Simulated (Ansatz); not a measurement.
Gas-phase reaction R1 → P1 + P2, each structure at its B3LYP-D3(BJ)/def2-SVP stationary point, reached from a drawn start (curvature not checked).
R1: C4H12Si (SMILES C[Si](C)(C)C), charge 0, multiplicity 1.
P1: C3H8Si (SMILES C=[Si](C)C), charge 0, multiplicity 1.
P2: CH4 (SMILES C), charge 0, multiplicity 1.

P less R. No zero-point or thermal terms.

Correlated levels freeze the cores.

Programs: Ansatz (Gaussian orbitals). All values are computed, each at the level named.

Total energies in hartree:

| structure | PBE/def2-TZVPP | r2SCAN/def2-TZVPP | CCSD(T)/cc-pV(T+d)Z |
|---|---|---|---|
| R1 | -448.869729 | -449.131925 | -448.459777 |
| P1 | -408.329743 | -408.549256 | -407.939705 |
| P2 | -40.464359 | -40.500582 | -40.437840 |

Q: Work out the reaction energy at each level in kJ/mol (1 hartree = 2625.49964 kJ/mol), and say how far PBE/def2-TZVPP lies from CCSD(T)/cc-pV(T+d)Z.

A: 
- PBE/def2-TZVPP: (-408.329743) + (-40.464359) − (-448.869729) = 0.075627 hartree = 198.6 kJ/mol
- r2SCAN/def2-TZVPP: (-408.549256) + (-40.500582) − (-449.131925) = 0.082087 hartree = 215.5 kJ/mol
- CCSD(T)/cc-pV(T+d)Z: (-407.939705) + (-40.437840) − (-448.459777) = 0.082232 hartree = 215.9 kJ/mol
PBE/def2-TZVPP less CCSD(T)/cc-pV(T+d)Z: -17.3 kJ/mol. CCSD(T)/cc-pV(T+d)Z is the level counted from, the highest shown, and no exact or measured value.

Ansatz is a program for electronic structure.
